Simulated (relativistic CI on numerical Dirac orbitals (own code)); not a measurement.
A reference radial Dirac CI calculation of Ba III gave the lowest total energy -8124.21547 Ha in 11 SCF steps, from this input:

```
atom Ba  Z=56  charge=2  electrons=54
nucleus A=138  rms_radius_fm=4.8378
hamiltonian dirac-coulomb  breit=on  qed=on  c_scale=1
orbitals kli  potential=per-configuration
slater_scale 1
correlation none
mixing on
grid step=0.0125 r_max=67.1
scf mixing=0.4 start=green max_iterations=150 tolerance=2e-08 node_fill=0.05
configurations
  [Kr] 4d10 5s2 5p6
end
```

One setting was then changed, and the output read:

```
SCF 1: [Kr] 4d10 5s2 5p6
 iter      energy (Ha)   residual   last orbital (Ha)
    1     -8124.446198   1.63e+00     -1.72697
    2     -8133.722930   6.55e-01     -1.36603
error: SCF of 1s2 2s2 2p6 3s2 3p6 3d10 4s2 4p6 4d10 5s2 5p6 did not converge
end: not converged
```

Problem. Which setting was changed?
A. configuration list
B. node fill of the KLI weights
C. charge
D. iteration limit

Solution. D. The iteration limit 2. This setting is bad on purpose; its numbers may not be properties of the ion.
